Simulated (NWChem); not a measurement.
Program: NWChem. System: hydrogen iodide (HI), charge 0, spin multiplicity 1, at a geometry optimised with PBE/def2-SVP with def2 effective core potentials on I. Level: MP2/def2-SVP with def2 effective core potentials on I, 4 core orbitals frozen.

Input file:

```
start mol
memory heap 200 mb stack 900 mb global 1100 mb
geometry units angstroms nocenter noautoz
  I      0.000000     0.000000     0.030237
  H      0.000000     0.000000    -1.602562
  symmetry group C2v
end
basis spherical
  * library def2-svp
end
ecp
  I library def2-ecp
end
scf
  rhf
  nopen 0
  maxiter 100
  thresh 1e-7
  semidirect memsize 60000000 filesize 0
end
mp2
  freeze core 4
end
task mp2 energy
```

Part of the output:

```
             Northwest Computational Chemistry Package (NWChem) 7.3.0
             --------------------------------------------------------

                                NWChem Input Module
                                -------------------

 Scaling coordinates for geometry "geometry" by  1.889725989
 (inverse scale =  0.529177249)

 Turning off AUTOSYM since
 SYMMETRY directive was detected!

                             Geometry "geometry" -> ""
                             -------------------------

 Output coordinates in angstroms (scale by  1.889725989 to convert to a.u.)

  No.       Tag          Charge          X              Y              Z
 ---- ---------------- ---------- -------------- -------------- --------------
    1 I                   53.0000     0.00000000     0.00000000     0.03023700
    2 H                    1.0000     0.00000000     0.00000000    -1.60256200

 Effective nuclear repulsion energy (a.u.)      17.1768810472

            Nuclear Dipole moment (a.u.)
            ----------------------------
        X                 Y               Z
 ---------------- ---------------- ----------------
     0.0000000000     0.0000000000    -0.0000018897

      Symmetry information
      --------------------

 Group name             C2v
 Group number             16
 Group order               4
 No. of unique centers     2

      Symmetry unique atoms

     1    2


 Summary of "ao basis" -> "" (spherical)
 ------------------------------------------------------------------------------
       Tag                 Description            Shells   Functions and Types
 ---------------- ------------------------------  ------  ---------------------
 *                          def2-svp                  on all atoms

 Summary of "ao basis" -> "ao basis" (spherical)
 ------------------------------------------------------------------------------
       Tag                 Description            Shells   Functions and Types
 ---------------- ------------------------------  ------  ---------------------
 I                          def2-svp                10       26   4s4p2d
 H                          def2-svp                 3        5   2s1p

                                 NWChem SCF Module
                                 -----------------

  ao basis        = "ao basis"
  functions       =    31
  atoms           =     2
  closed shells   =    13
  open shells     =     0
  charge          =   0.00
  wavefunction    = RHF
  use symmetry    = T
  symmetry adapt  = T

 Summary of "ao basis" -> "ao basis" (spherical)
 ------------------------------------------------------------------------------
       Tag                 Description            Shells   Functions and Types
 ---------------- ------------------------------  ------  ---------------------
 I                          def2-svp                10       26   4s4p2d
 H                          def2-svp                 3        5   2s1p

      Symmetry analysis of basis
      --------------------------

        a1         15
        a2          2
        b1          7
        b2          7

 Forming initial guess at       0.1s

      Superposition of Atomic Density Guess
      -------------------------------------

 Sum of atomic energies:        -347.62639888

      Non-variational initial energy
      ------------------------------

 Total energy =    -297.158778
 1-e energy   =    -533.952777
 2-e energy   =     228.691696
 HOMO         =      -0.350626
 LUMO         =       0.033690
[...]
   Bfn.  Coefficient  Atom+Function         Bfn.  Coefficient  Atom+Function
  ----- ------------  ---------------      ----- ------------  ---------------
    28      1.315218  2 H  s                 16      1.057478  1 I  pz
     4     -0.673604  1 I  s                 13      0.288822  1 I  pz
    27      0.270903  2 H  s                  3     -0.197510  1 I  s

 Vector   15  Occ=0.000000D+00  E= 4.053683D-01  Symmetry=a1
              MO Center=  2.5D-15, -9.3D-15, -7.3D-01, r^2= 2.9D+00
   Bfn.  Coefficient  Atom+Function         Bfn.  Coefficient  Atom+Function
  ----- ------------  ---------------      ----- ------------  ---------------
     3      1.617662  1 I  s                  4     -1.322133  1 I  s
    27      0.545051  2 H  s                 28     -0.493521  2 H  s
    24      0.416403  1 I  d  0              16      0.306505  1 I  pz
     2     -0.289315  1 I  s                  1     -0.231756  1 I  s
    13     -0.215212  1 I  pz                19     -0.189880  1 I  d  0

 Vector   16  Occ=0.000000D+00  E= 4.735904D-01  Symmetry=a1
              MO Center= -2.5D-15, -2.4D-15,  6.6D-02, r^2= 4.1D+00
   Bfn.  Coefficient  Atom+Function         Bfn.  Coefficient  Atom+Function
  ----- ------------  ---------------      ----- ------------  ---------------
     4     -1.847685  1 I  s                  3      1.690429  1 I  s
    28      0.963944  2 H  s                 13      0.803230  1 I  pz
    16     -0.424809  1 I  pz                27     -0.398010  2 H  s
     2     -0.302038  1 I  s                  1     -0.242561  1 I  s
    24     -0.228219  1 I  d  0              10     -0.165397  1 I  pz

 center of mass
 --------------
 x =   0.00000000 y =   0.00000000 z =   0.03282778

 moments of inertia (a.u.)
 ------------------
           9.519469988566           0.000000000000           0.000000000000
           0.000000000000           9.519469988566           0.000000000000
           0.000000000000           0.000000000000           0.000000000000

  Mulliken analysis of the total density
  --------------------------------------

    Atom       Charge   Shell Charges
 -----------   ------   -------------------------------------------------------
    1 I   25    25.07   1.83  0.22  1.22  0.69  2.93  3.12  2.55  2.49  9.83  0.21
    2 H    1     0.93   0.65  0.25  0.02

       Multipole analysis of the density wrt the origin
       ------------------------------------------------

     L   x y z        total         open         nuclear
     -   - - -        -----         ----         -------
     0   0 0 0     -0.000000      0.000000     26.000000

     1   1 0 0      0.000000      0.000000      0.000000
     1   0 1 0      0.000000      0.000000      0.000000
     1   0 0 1     -0.260739      0.000000     -1.599912

     2   2 0 0    -21.487225      0.000000      0.000000
     2   1 1 0     -0.000000      0.000000      0.000000
     2   1 0 1      0.000000      0.000000      0.000000
     2   0 2 0    -21.487225      0.000000      0.000000
     2   0 1 1      0.000000      0.000000      0.000000
     2   0 0 2    -17.782262      0.000000      9.252849

                   NWChem MP2 Semi-direct Energy/Gradient Module
                   ---------------------------------------------

  Basis functions       =     31
  Molecular orbitals    =     31
  Frozen core           =      4
  Frozen virtuals       =      0
  Active alpha occupied =      9
  Active beta occupied  =      9
  Active alpha virtual  =     18
  Active beta virtual   =     18
  Use MO symmetry       = T
  Use skeleton AO sym   = T

  AO/Fock/Back tols     =   1.0D-09  1.0D-09  1.0D-09

 GA uses MA = F    GA memory limited = T

 Available:
  local mem=  1.26D+08
 global mem=  1.44D+08
 local disk=  0.00D+00
  mp2_memr nvloc                    18
  nvloc new                    18
   1 passes of   9:        2097152                       6091                    274890.
   1 passes of   9: M    126150405           G      144177278           F     124053253.

 Semi-direct pass number   1 of   1  for RHF alpha+beta  at        0.3s
  vrange nnbf                   496
  mp2_eaftype                    10  avail_ma_in_mb                  1099
 EAF : mp2_eaftype filesize          10     137445.
  mp2_eaf for mointskh                     10
Node 0 wrote      0.6 Mb in      0.0 s     Agg I/O rate:  1450.7 Mb/s
 Done moints_semi at        0.6s
  mp2_eaftype                    10  avail_ma_in_mb                  1089
 EAF : mp2_eaftype filesize          10     137445.
  mp2_eaf for kh                    10
 Done maket at        0.6s
 Done multipass loop at        0.6s

          -------------------------------------------
          SCF energy                -297.231178079477
          Correlation energy          -0.128601439678
          Singlet pairs               -0.076155314242
          Triplet pairs               -0.052446125436
          Total MP2 energy          -297.359779519156
          -------------------------------------------

          ---------------------------------------------------
                    Spin Component Scaled (SCS) MP2
          Same spin pairs                     -0.034964083624
          Same spin scaling factor             0.333333333333
          Opposite spin pairs                 -0.093637356054
          Opposite spin scaling fact.          1.200000000000
          SCS-MP2 correlation energy          -0.124019521807
          Total SCS-MP2 energy              -297.355197601284
          ---------------------------------------------------

 -----------------------
 Performance information
 -----------------------

 Timer overhead =  2.04D-07 seconds/call

               Nr. of calls         CPU time (s)                 Wall time (s)                GFlops
             ---------------    -------------------     ------------------------------   -------------------
Name         Min   Avg   Max    Min     Avg     Max     Min     Avg     Max   Mx/calls   Min     Max     Sum
mp2: moin     1     1     1   0.27    0.27    0.27     0.27    0.27    0.27    0.27      0.0     0.0     0.0
mp2: make     1     1     1   7.22E-3 7.22E-3 7.22E-3  7.22E-3 7.22E-3 7.22E-3 7.22E-3   0.0     0.0     0.0
mp2: tota     1     1     1   0.30    0.30    0.30     0.30    0.30    0.30    0.30      0.0     0.0     0.0

 The average no. of pstat calls per process was 3.00D+00
 with a timing overhead of 6.13D-07s

 Task  times  cpu:        0.6s     wall:        0.6s

 Total times  cpu:        0.6s     wall:        0.6s
```
